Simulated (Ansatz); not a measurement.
Molecule: C2H10P2Si, net charge 0, singlet state. SMILES: P[Si](C)(P)C
Coordinates optimised at B3LYP-D3(BJ)/def2-TZVP (Ansatz, a program for electronic structure):
```xyz
15

C     -0.8976     0.7815     1.7488
Si    -0.2188     0.3046     0.0640
C     -0.7337     1.5593    -1.2354
P     -0.9283    -1.8021    -0.3996
P      2.0495     0.3333     0.1900
H     -1.9898     0.7991     1.7340
H     -0.5834     0.0729     2.5169
H     -0.5474     1.7747     2.0378
H     -0.3362     1.2959    -2.2168
H     -0.3706     2.5568    -0.9767
H     -1.8221     1.6016    -1.3143
H     -0.4553    -1.7781    -1.7372
H     -2.2477    -1.4146    -0.7618
H      2.2439    -0.3189    -1.0556
H      2.1429    -0.8667     0.9414
```
Charge 0, spin multiplicity 1.

Quantity: atomisation energy (electronic, to ground-state atoms), in eV. Correlated levels leave the core frozen unless marked. Open shells are spin-unrestricted. Spin-orbit coupling is left out. Non-relativistic. The coupled-cluster limit lacks core correlation, which all-electron functionals hold. Basis-set limits of correlation are two-point, X^-3; Hartree-Fock from the larger set.

| level | program | atomisation energy (eV) |
|---|---|---|
| PBE0-D4/def2-TZVPD | Ansatz + dftd4 | 52.11 |
| PBE0/def2-QZVPP | Ansatz | 51.79 |
| CAM-B3LYP-D3(BJ)/def2-TZVPD | Ansatz + dftd3 | 52.30 |
| B2GP-PLYP-D3(BJ)/def2-TZVPD | Ansatz + dftd3 | 51.38 |
| B2GP-PLYP-D4/def2-TZVPD | Ansatz + dftd4 | 51.21 |
| B2GP-PLYP/def2-TZVPD | Ansatz | 51.02 |
| RPA@PBE/cc-pV(T+d)Z | Ansatz | 49.16 |
| MP2/6-31G | Ansatz | 40.97 |
| MP2/cc-pV(T+d)Z | Ansatz | 50.43 |
| RI-MP2/aug-cc-pV(T+d)Z | Ansatz | 50.75 |
| CCSD/aug-cc-pV(T+d)Z | Ansatz | 50.30 |
| CCSD(T)/STO-3G | Ansatz | 56.99 |
| CCSD(T)/6-31G | Ansatz | 41.81 |
| CCSD(T)/aug-cc-pV(D+d)Z | Ansatz | 48.35 |
| CCSD(T)/CBS(cc-pV(T+d)Z,cc-pV(Q+d)Z) | Ansatz | 52.11 |
